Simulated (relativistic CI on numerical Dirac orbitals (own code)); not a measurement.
# Energy levels of Ir40+

These numbers are calculated, not measured: Dirac-Coulomb-Breit CI, KLI orbitals optimised for each configuration, model QED, unscaled Slater integrals (own radial code, finite nucleus).

Configuration list (outside the closed core [Ar] 3d10): 4s2 4p6 4d, 4s2 4p6 4f, 4s2 4p5 4d2, 4s 4p6 4d2, 4s2 4p5 4d 4f, 4s 4p6 4d 4f, 4s2 4p6 5s, 4s2 4p6 5p, 4s2 4p6 5d, 4p6 4d2 4f, 4s2 4p5 4d 5s, 4s2 4p6 5f, 4s2 4p5 4d 5p, 4s 4p6 4f 5s, 4s2 4p6 5g, 4s 4p6 4d 5s, 4s2 4p5 4d 5d, 4p6 4d3, 4p5 4d4, 4p5 4d3 4f, 4p6 4d 4f2, 4p6 4f3, 4p5 4d2 4f2, 4p5 4d 4f3, 4p6 4f2 5s, 4s 4p6 4f2, 4s 4p5 4f3, 4s 4p6 4f 5p, 4s 4p5 4f2 5p, 4p6 4f2 5p. Double excitations out of closed p, d and f shells are left out; levels of such configurations are missing from the list, as are those of other unlisted configurations, and high levels can miss mixing partners. These lack a partner that the ground configuration has and come out too high: 4s2 4p5 4d 5s, 4s2 4p5 4d 5p, 4s2 4p5 4d 5d, 4s2 4p6 5d, 4s2 4p6 5f.

The lowest level is 4s2 4p6 4d 2D_3/2, with 100 % of that term; Hund's rules for 4s2 4p6 4d give 2D with J = 3/2, in agreement.

| No. | Configuration | Term | J | E (eV) | % | Next component (%) | Landé g | Lifetime (s) |
| --- | --- | --- | --- | --- | --- | --- | --- | --- |
| 1 | 4s2 4p6 4d | 2D | 3/2 | 0.000 | 100 |  | 0.794 |  |
| 2 | 4s2 4p6 4d | 2D | 5/2 | 23.729 | 100 |  | 1.196 | 1.33e-05 |
| 3 | 4s2 4p5 4d2 | 4D° | 3/2 | 163.438 | 44 | 24 4F° | 0.987 | 5.56e-10 |
| 4 | 4s2 4p5 4d2 | 4D° | 1/2 | 163.800 | 86 | 13 2P° | 0.114 | 1.84e-10 |
| 5 | 4s2 4p5 4d2 | 4F° | 5/2 | 167.126 | 36 | 22 2D° | 1.020 | 2.59e-10 |
| 6 | 4s2 4p5 4d2 | 4G° | 7/2 | 168.952 | 32 | 32 2G° | 1.022 | 3.31e-08 |
| 7 | 4s2 4p5 4d2 | 4P° | 3/2 | 177.076 | 27 | 26 2P° | 1.349 | 3.41e-09 |
| 8 | 4s2 4p5 4d2 | 4D° | 5/2 | 184.226 | 48 | 23 4P° | 1.296 | 7.57e-09 |
| 9 | 4s2 4p5 4d2 | 4G° | 9/2 | 187.456 | 71 | 16 2G° | 1.176 | 1.49e-05 |
| 10 | 4s2 4p5 4d2 | 4D° | 7/2 | 187.908 | 41 | 37 4F° | 1.275 | 1.75e-10 |
| 11 | 4s2 4p5 4d2 | 4D° | 3/2 | 190.235 | 42 | 36 2D° | 1.081 | 8.37e-11 |
| 12 | 4s2 4p5 4d2 | 4P° | 5/2 | 190.769 | 39 | 35 2F° | 1.214 | 2.78e-10 |
| 13 | 4s2 4p5 4d2 | 2H° | 11/2 | 192.016 | 61 | 39 4G° | 1.158 | 2.02e-03 |
| 14 | 4s2 4p5 4d2 | 2G° | 7/2 | 193.101 | 45 | 30 2F° | 1.065 | 4.18e-08 |
| 15 | 4s2 4p5 4d2 | 4P° | 1/2 | 195.314 | 34 | 30 2S° | 1.652 | 4.62e-08 |
| 16 | 4s2 4p5 4d2 | 2F° | 7/2 | 197.901 | 36 | 30 4D° | 1.162 | 7.51e-09 |
| 17 | 4s2 4p5 4d2 | 4D° | 5/2 | 198.509 | 42 | 40 2D° | 1.217 | 9.19e-11 |
| 18 | 4s2 4p5 4d2 | 4S° | 3/2 | 199.872 | 31 | 31 2D° | 1.402 | 1.96e-09 |
| 19 | 4s2 4p5 4d2 | 2G° | 9/2 | 200.742 | 58 | 23 4F° | 1.122 | 9.23e-05 |
| 20 | 4s2 4p5 4d2 | 2F° | 5/2 | 205.658 | 53 | 31 4s2 4p6 4f 2F° | 0.877 | 4.25e-12 |
| 21 | 4s2 4p5 4d2 | 4G° | 11/2 | 211.524 | 61 | 39 2H° | 1.197 | 8.64e-06 |
| 22 | 4s2 4p5 4d2 | 2D° | 3/2 | 212.099 | 36 | 32 4F° | 0.855 | 1.44e-12 |
| 23 | 4s2 4p5 4d2 | 2F° | 7/2 | 214.184 | 41 | 33 4D° | 1.215 | 3.45e-11 |
| 24 | 4s2 4p5 4d2 | 2D° | 5/2 | 214.243 | 52 | 19 2F° | 1.209 | 1.71e-09 |
| 25 | 4s2 4p5 4d2 | 2G° | 9/2 | 216.904 | 47 | 41 4F° | 1.174 | 5.90e-06 |
| 26 | 4s2 4p5 4d2 | 2P° | 1/2 | 218.635 | 70 | 14 4P° | 0.941 | 2.13e-12 |
| 27 | 4s2 4p5 4d2 | 2P° | 1/2 | 222.968 | 54 | 26 2S° | 0.877 | 1.55e-12 |
| 28 | 4s2 4p5 4d2 | 2F° | 7/2 | 226.122 | 39 | 27 4D° | 1.181 | 4.79e-11 |
| 29 | 4s2 4p5 4d2 | 2P° | 3/2 | 231.551 | 60 | 23 2D° | 1.267 | 1.18e-09 |
| 30 | 4s2 4p6 4f | 2F° | 5/2 | 239.881 | 38 | 23 4s2 4p5 4d2 2D° | 0.961 | 6.51e-13 |

Energies count from the lowest computed level; ° marks odd parity; lifetimes are radiative, by E1, M1, E2, M2, E3 decay to levels of this space only.

The mean weight of the leading LS term, summed over parents, in these 30 levels is 51 %, and that of the leading jj configuration (from the same eigenvectors) 89 %, so jj coupling describes them better and the LS labels are nominal.

At this charge energies of transitions that change n are usually good to better than 1 %, and those within a shell (Δn = 0) to a few per cent.

LS names give the leading component of a level, which can be under half, so a name can repeat, a term be missing and a line seem to break the LS rules.
